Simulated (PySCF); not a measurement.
Species: C5H6OSi.
Bonds: O1–C2 (double), C2–C3, C3–C4 (double), C4–C5, C5–C6 (double), C6–Si7, C3–Si7. Hydrogens: H8 on C2; H9 on C4; H10 on C5; H11 on C6; H12, H13 on Si7.

Method: PBE0-D3(BJ)/def2-SVP geometry optimisation, gas phase in PySCF 2.14.0; density fitting, grid level 2; the optimiser is geomeTRIC in internal coordinates, started from a GFN2-xTB structure.

Step 0: E = -15186.6216 eV
```
atom  x, y, z in Å  |  force x, y, z in eV/Å
O1      2.9847    0.1936    0.5370    0.056   0.064   0.114
C2      2.1910   -0.2365   -0.2694    0.350  -0.028  -0.029
C3      0.7600   -0.1134   -0.1489    0.113   0.259   0.464
C4     -0.1253   -0.5952   -1.0505    0.343   0.109   0.215
C5     -1.5229   -0.3720   -0.7536   -0.151   0.035   0.047
C6     -1.7840    0.2891    0.3849    0.041   0.355   0.623
Si7    -0.1673    0.7335    1.2713   -0.350  -0.753  -1.334
H8      2.5412   -0.7688   -1.1800    0.169  -0.160  -0.267
H9      0.1642   -1.1213   -1.9509    0.239  -0.248  -0.420
H10    -2.2794   -0.7329   -1.4365   -0.421  -0.137  -0.267
H11    -2.7918    0.5062    0.6961   -0.608   0.092   0.122
H12    -0.0283    0.0429    2.5502    0.095  -0.142   0.564
H13     0.0536    2.1753    1.3325    0.122   0.555   0.168
```

Problem. Estimate the geometry and energy of step 1. (The exact step hangs on the optimiser's Hessian estimate; all steps are aligned on step 0, rigid shifts and turns removed.)

Solution. E = -15186.7145 eV, largest force 0.115 eV/Å
```
atom  x, y, z in Å  |  force x, y, z in eV/Å
O1      3.0348    0.1805    0.5122   -0.004  -0.006  -0.010
C2      2.2306   -0.2463   -0.2839    0.046   0.001   0.004
C3      0.7858   -0.1097   -0.1395   -0.096   0.035   0.054
C4     -0.1127   -0.5881   -1.0373    0.045  -0.052  -0.087
C5     -1.5362   -0.3666   -0.7458   -0.061  -0.020  -0.039
C6     -1.8273    0.2972    0.3960    0.035   0.014   0.025
Si7    -0.1943    0.7162    1.2397   -0.001   0.014   0.027
H8      2.5699   -0.7880   -1.2071   -0.018   0.010   0.016
H9      0.1894   -1.1208   -1.9497   -0.013   0.022   0.039
H10    -2.2983   -0.7352   -1.4425    0.030   0.010   0.020
H11    -2.8588    0.5062    0.6919    0.043   0.002   0.007
H12    -0.0345    0.0719    2.5768   -0.004  -0.014  -0.029
H13     0.0472    2.1833    1.3715   -0.004  -0.017  -0.027
```

The energy changes by -0.0929 eV. The first-order estimate −F·Δx gives -0.1963 eV and the mean of the old and new forces, exact on a quadratic surface, -0.0931 eV. The step makes an angle of 55° with the force vector and moves no atom by more than 0.067 Å.

The cost below is that of the whole optimisation. Time: 35 s; peak memory 0.69 GiB. Hardware: Arm Neoverse V2, one thread, no GPU, shared host.
